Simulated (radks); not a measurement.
Results of a calculation; reference values are marked as such.
Ag III, configuration [Kr] 4d9 (the NIST ground configuration). Level of theory: Dirac Kohn-Sham, PBE, spin-unpolarised, spherical densities, finite nucleus; open shells are shared between the two j in proportion to 2j + 1; Fermi nuclear charge, rms radius 4.5454 fm (a radial shooting solver on a logarithmic mesh with Libxc functionals).

Normalised radial functions P(r) = r R(r) (large component), r in bohr:

```
   r/bohr * 4d3/2 (the largest magnitude, 0.926, reaches the edge; | marks zero)
 0.002563                             *
 0.003947                             *
  0.00608                             *
 0.009365                             *
  0.01454                             *
   0.0224                             *
   0.0345                             |*
  0.05357                             | *
  0.08252                             |    *
   0.1271                             |        *
   0.1958                             |             *
    0.304                             |          *
   0.4683                         *   |
   0.7213       *                     |
     1.12  *                          |
    1.725           *                 |
    2.657                      *      |
    4.093                            *|
    6.355                             *
    9.789                             *
```

4d3/2: eigenvalue -29.258 eV, 1 radial node at r = 0.428 bohr, <r> = 1.30 bohr, 90 % of the charge inside 2.05 bohr.
